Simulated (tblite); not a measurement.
Start geometry of `C/C=[C]\c1nc(C)cs1` [radical] from a force field or distance geometry (Å):
```
atom  x, y, z in Å
C1     3.8152    0.3617    0.2299
C2     2.6495   -0.5350   -0.0587
C3     1.4106   -0.1909    0.0025
C4     0.0258    0.1954    0.0403
N5    -0.9242   -0.6840   -0.2072
C6    -2.1704   -0.0792   -0.1026
C7    -3.3750   -0.8948   -0.3631
C8    -2.1219    1.2617    0.2578
S9    -0.4988    1.7661    0.4480
H10    4.3906   -0.0279    1.0708
H11    3.4757    1.3755    0.4844
H12    4.4524    0.4221   -0.6460
H13    2.8801   -1.5664   -0.3017
H14   -4.2866   -0.3109   -0.2397
H15   -3.3584   -1.2813   -1.3789
H16   -3.4192   -1.7414    0.3476
H17   -2.9523    1.9412    0.4068
```

**Question.** What comes out of this run: GFN2-xTB geometry optimisation, gas phase in tblite 0.8.0?

**Answer.** 
```
atom  x, y, z in Å
C1     3.6308    0.3706   -0.4135
C2     2.6754   -0.4340    0.4191
C3     1.3927   -0.2711    0.4358
C4     0.0892   -0.0293    0.4513
N5    -0.8565   -0.5559   -0.3123
C6    -2.0695   -0.0971   -0.0336
C7    -3.2512   -0.5933   -0.7952
C8    -2.1393    0.8318    0.9897
S9    -0.5990    1.1648    1.6589
H10    4.3699    0.8445    0.2310
H11    3.1037    1.1359   -0.9758
H12    4.1562   -0.2850   -1.1068
H13    3.1342   -1.2100    1.0246
H14   -4.0493    0.1447   -0.7899
H15   -2.9584   -0.8142   -1.8182
H16   -3.6227   -1.5127   -0.3434
H17   -3.0132    1.3224    1.3685
```

The energy falls by 97.7 kJ/mol over 121 L-BFGS steps, the largest force on an atom goes from 3.26 to 0.009 eV/Å, and the atoms move by 0.873 Å rms after alignment. The bond that changes most is C4–S9 (ends: carbon bonded to C, N and S; sulfur bonded to 2 C), which lengthens by 0.127 Å. Bonds longer at the end by more than 0.005 Å: 4 of 17; shorter: 6. Among the angles that change most is C3–C4–N5, from 120.7° to 128.5°. Among the dihedrals that turn most is C8–C6–C7–H15, from 120° to 148°. Rotational constants go from 3354, 765.9, 628.4 to 2971, 790.1, 653.4 MHz. The orientation of the end geometry is arbitrary; only internal coordinates are fixed.

Hardware: one thread of an Arm Neoverse V1, no GPU, shared host with 32 logical CPUs at a one-minute load of 22. Cost: 0.97 s of wall time.

Its GFN2-xTB frequencies are all real (lowest 17 cm⁻¹).

The numbers are calculated, not measured.
